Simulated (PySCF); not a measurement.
C5H4O4.
Atom-mapped SMILES: `[O:1]=[C:2]([OH:3])[C:4]1=[CH:5][O:6][CH:7]=[CH:8][O:9]1` (hydrogens: H10 on O3; H11 on C5; H12 on C7; H13 on C8)

The geometry is computed with GFN2-xTB (gas phase).

Q: List the bond lengths, angles and torsions at this level.

A: 
```json
{"bond": "O1=C2", "length (Å)": "1.208", "order": "double"}
{"bond": "C2–O3", "length (Å)": "1.334", "order": "single"}
{"bond": "C2–C4", "length (Å)": "1.469", "order": "single"}
{"bond": "C4=C5", "length (Å)": "1.337", "order": "double"}
{"bond": "C5–O6", "length (Å)": "1.355", "order": "single"}
{"bond": "O6–C7", "length (Å)": "1.400", "order": "single"}
{"bond": "C7=C8", "length (Å)": "1.321", "order": "double"}
{"bond": "C8–O9", "length (Å)": "1.377", "order": "single"}
{"bond": "C4–O9", "length (Å)": "1.397", "order": "single"}
{"bond": "O3–H10", "length (Å)": "0.970", "order": "single"}
{"bond": "C5–H11", "length (Å)": "1.078", "order": "single"}
{"bond": "C7–H12", "length (Å)": "1.074", "order": "single"}
{"bond": "C8–H13", "length (Å)": "1.076", "order": "single"}
```

Orders are formal, as drawn. A selection of angles:
```json
{"angle": "O1–C2–O3", "degrees": "123.3"}
{"angle": "O1–C2–C4", "degrees": "123.7"}
{"angle": "O3–C2–C4", "degrees": "113.0"}
{"angle": "C2–C4–C5", "degrees": "120.8"}
{"angle": "C2–C4–O9", "degrees": "116.3"}
{"angle": "C5–C4–O9", "degrees": "122.9"}
{"angle": "C4–C5–O6", "degrees": "124.8"}
{"angle": "C5–O6–C7", "degrees": "112.5"}
{"angle": "O6–C7–C8", "degrees": "123.2"}
{"angle": "C7–C8–O9", "degrees": "124.6"}
{"angle": "C4–O9–C8", "degrees": "112.1"}
{"angle": "H10–O3–C2", "degrees": "109.9"}
```

Dihedral angles: O1–C2–C4–C5 0° (synperiplanar); C2–C4–C5–O6 180° (antiperiplanar); C4–C5–O6–C7 0° (synperiplanar); C5–O6–C7–C8 0° (synperiplanar); O6–C7–C8–O9 0° (synperiplanar); C7–C8–O9–C4 0° (synperiplanar); C2–C4–O9–C8 180° (antiperiplanar); H10–O3–C2–O1 0° (synperiplanar).

O3 (acid hydroxyl oxygen) is bent (angle 109.9°). The 6 C–O bonds span 1.208 Å (O1=C2, drawn double) to 1.400 Å (O6–C7, drawn single), a spread of 0.192 Å. Of the pairs four or more bonds apart, O1···H11 is among the closest relative to their van der Waals radii: 2.57 Å, 94 % of the sum of Bondi's values. The C–C distances run from 1.321 Å (C7=C8, drawn double) to 1.469 Å (C2–C4, drawn single), a spread of 0.148 Å. The 6-membered ring C4–C5–O6–C7–C8–O9 has internal angles of 112.1° to 124.8° (sum 720°, against 720° for a flat polygon); it is planar, 0.00 Å rms from its mean plane, widest ring torsion 0°. The 9 heavy atoms lie in one plane (0.001 Å rms).

Point group: Cs (every atom within 0.08 Å of its image). No frequency check. The numbers are those of one conformer (O1–C2–O3–H 0°, O1–C2–C4–C5 0°).
